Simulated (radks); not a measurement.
Q: The table gives one normalised radial function P(r) = r R(r) of P2+ in [Ne] 3s2 4f1 (r in bohr). Method: scalar-relativistic Kohn-Sham, OLYP, spin-unpolarised, spherical densities, finite nucleus; Fermi nuclear charge, rms radius 3.1889 fm; computed with a radial shooting solver on a logarithmic mesh with Libxc functionals.

r,P
0.01,0.9837
0.01313,1.2302
0.01737,1.5251
0.0228,1.8430
0.02993,2.1720
0.03928,2.4771
0.05197,2.7117
0.06822,2.7974
0.08955,2.6826
0.1175,2.3397
0.1555,1.7873
0.2041,1.1713
0.2679,0.6251
0.3517,0.2557
0.4653,0.0710
0.6108,0.0130
0.8017,0.0013
1.052,0.0001
1.392,0.0000
1.828,0.0000
2.399,0.0000
3.149,0.0000
4.166,0.0000
5.468,0.0000
7.178,0.0000
9.421,0.0000
12.47,0.0000
16.36,0.0000

Which n and l does it have? It may be an empty orbital.

A: n = 1, l = 0: the number of nodes gives n - l - 1 = 0, the rise at small r (about r^(l+1)) gives l, and the extent must fit the shell. The curve is that of 1s. 1s: eigenvalue -2118.8 eV, 0 radial nodes, <r> = 0.104 bohr, 90 % of the charge inside 0.185 bohr.
